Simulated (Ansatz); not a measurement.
`C[SiH](F)S` + Cl• → `C[SiH](F)[S]`• + HCl at 400 K and 1 bar (hydrogen abstraction from the S–H bond).

Isolated molecules relaxed with PBE0-D4/def2-TZVP in Ansatz; ΔE leaves out vibrations. CCSD(T)/CBS is the MP2 limit (def2-TZVPP, def2-QZVPP) plus CCSD(T) − MP2 in def2-TZVPP, frozen cores. This one scheme is used for every species, atoms too. No spin–orbit coupling; open shells (•) take unrestricted orbitals. Spin–orbit coupling would lower the free atoms: a little for Cl. One conformer a species, not always the lowest.

| species | CCSD(T)/CBS energy (Eh) | H − E (kJ/mol) | S (J/(mol·K)) |
| --- | --- | --- | --- |
| `C[SiH](F)S` | -827.81979 | 183.2 | 360.7 |
| Cl• | -459.70966 | 8.3 | 174.4 |
| `C[SiH](F)[S]`• | -827.16845 | 157.5 | 355.5 |
| HCl | -460.38127 | 29.6 | 195.4 |

H − E and S are ideal-gas, rigid-rotor, harmonic terms from PBE0-D4/def2-TZVP, for one conformer and one mirror image of each species, with the whole ground term of open shells counted as degenerate. 1 Eh = 2625.50 kJ/mol, R = 8.31446 J/(mol·K).

Question: By hand: ΔE, ΔH, ΔS and ΔG.

Answer: ΔE = (-827.16845) + (-460.38127) − (-827.81979) − (-459.70966) = -0.02027 Eh = -53.2 kJ/mol. Δ(H − E) = 157.5 + 29.6 − 183.2 − 8.3 = -4.4, so ΔH = -57.6 kJ/mol. ΔS = 355.5 + 195.4 − 360.7 − 174.4 = 15.8 J/(mol·K). ΔG = -57.6 − 400 × (15.8)/1000 = -63.9 kJ/mol.

Question: By hand: the equilibrium constant, and the temperature at which ΔG would vanish if ΔH and ΔS stayed fixed.

Answer: log₁₀ K = −ΔG/(RT ln 10) = 8.3. ΔH and −TΔS have one sign here, so there is no such temperature.

ΔH outweighs TΔS. A doubt of 5 kJ/mol in ΔE shifts log₁₀ K by 0.7 here. Other conformers and mirror images would add mixing entropy, several J/(mol·K) or more a flexible species. These are equilibria of isolated gas molecules and say nothing of rates. Largest T1 diagnostic: 0.013 (customary marks: 0.02 for closed shells, 0.045 for open ones).
